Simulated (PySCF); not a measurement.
Zn(Me)2 (C₂H₆Zn), SMILES [Zn]([CH3])[CH3]. Heavy atoms are numbered as in [Zn:1]([CH3:2])[CH3:6]. Hydrogens are named by the atom that carries them.

The structure is a stationary point at r2SCAN-D4/def2-SVP. A frequency run showed that this geometry is not a minimum. The isomer is the one that the SMILES or the coordinates give; other isomers of the formula were not compared.

Method: ωB97X/def2-TZVPD run with PySCF.

Mulliken values depend strongly on the basis, most of all with diffuse functions as here. ESP charges are fitted to the potential on shells at 1.4 to 2.0 van der Waals radii. Atomic charges (e), one atom of each kind:

```tsv
atom	Mulliken	ESP fit	IAO
Zn1	0.40	0.78	[?]
C2 (CH3)	-0.62	-0.99	[?]
H on C2	0.14	0.20	[?]
```

Q: What belongs in the gaps? (The exact figures need the calculation; the answer reports its results.)

A: 
- Zn1, IAO: 1.20
- C2 (CH3), IAO: -1.01
- H on C2, IAO: 0.14
